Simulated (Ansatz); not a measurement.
Ansatz (a program for electronic structure) input (CCSD(T)/cc-pwCVTZ):
A basis named .json is the Basis Set Exchange file of that set.

Ansatz 0.2 input:
```yaml
crystal:
  periodic: [false, false, false]
  atoms:
    - {symbol: C, position_ang: [-1.53920857, -1.57302784, -1.48755892]}
    - {symbol: O, position_ang: [-0.79950798, -1.33771736, -0.29228505]}
    - {symbol: Si, position_ang: [-0.02235075, 0.05121083, 0.06732971]}
    - {symbol: S, position_ang: [-1.46219444, 1.61693169, -0.10935631]}
    - {symbol: S, position_ang: [0.83084318, -0.17035719, 2.01124774]}
    - {symbol: O, position_ang: [1.21009520, 0.39696528, -0.94457369]}
    - {symbol: C, position_ang: [2.39354709, -0.38446301, -1.08606248]}
    - {symbol: H, position_ang: [-0.95995816, -1.29869943, -2.37237822]}
    - {symbol: H, position_ang: [-1.77182087, -2.63616361, -1.52819008]}
    - {symbol: H, position_ang: [-2.47180833, -1.00437075, -1.48579823]}
    - {symbol: H, position_ang: [-0.57529685, 2.58989148, 0.15816224]}
    - {symbol: H, position_ang: [-0.33642549, -0.50092078, 2.58832299]}
    - {symbol: H, position_ang: [2.92968582, -0.01677781, -1.95977862]}
    - {symbol: H, position_ang: [3.03369414, -0.28304202, -0.20683449]}
    - {symbol: H, position_ang: [2.15573146, -1.44109897, -1.22978614]}
basis:
  gaussian:
    orbitals: cc-pwCVTZ.json
magnetization: {spin_polarized: false}
correlation: {method: ccsd_t, electrons: outside_noble_gas}
```

Output:

```
Functional definition: HF
integrals: 9.15 GiB planned
2677 factors; integrals over basis functions are off by at most 7.0e-4 eV
3.63 GiB of device memory are held for the factors and their scratch space
mean field: 4.11 GiB planned
mean field evaluation 1: about -35761.9157 eV, gradient 4.4e1 eV
mean field evaluation 2: about -35762.5441 eV, gradient 4.5e1 eV
mean field evaluation 4: about -35766.9440 eV, gradient 5.2e0 eV
mean field evaluation 8: about -35767.0497 eV, gradient 4.2e-1 eV
mean field evaluation 16: about -35767.0506 eV, gradient 2.0e-6 eV
mean field -35767.05062445 eV, -1314.4148666708 hartree, gradient 2.0e-6 eV, S^2 0.000000; 0 other end points of the search recorded, 0 dependent functions left out
19 core orbitals not correlated
reference -35767.05062445 eV, -1314.4148666708 hartree; 22, 22 occupied and 420, 420 virtual orbitals, 2677 factors
second order -35.71848609 eV of doubles, -0.00000000 eV of singles
coupled cluster: 60.56 GiB planned
cycle   1  -36.33684695 eV  change   -6.2e-1 eV  update   1.3e-1
cycle   2  -37.21925691 eV  change   -8.8e-1 eV  update   3.7e-2
cycle   3  -37.39828792 eV  change   -1.8e-1 eV  update   1.8e-2
cycle   4  -37.37963023 eV  change    1.9e-2 eV  update   4.0e-3
cycle   5  -37.37871733 eV  change    9.1e-4 eV  update   1.8e-3
cycle   6  -37.37921853 eV  change   -5.0e-4 eV  update   5.2e-4
cycle   7  -37.37871430 eV  change    5.0e-4 eV  update   2.0e-4
cycle   8  -37.37867446 eV  change    4.0e-5 eV  update   5.8e-5
cycle   9  -37.37870899 eV  change   -3.5e-5 eV  update   2.1e-5
perturbative correction -1.57796221 eV, -0.0579890417 hartree
Total energy: -35806.00729566 eV, -1315.8464979319 hartree
```
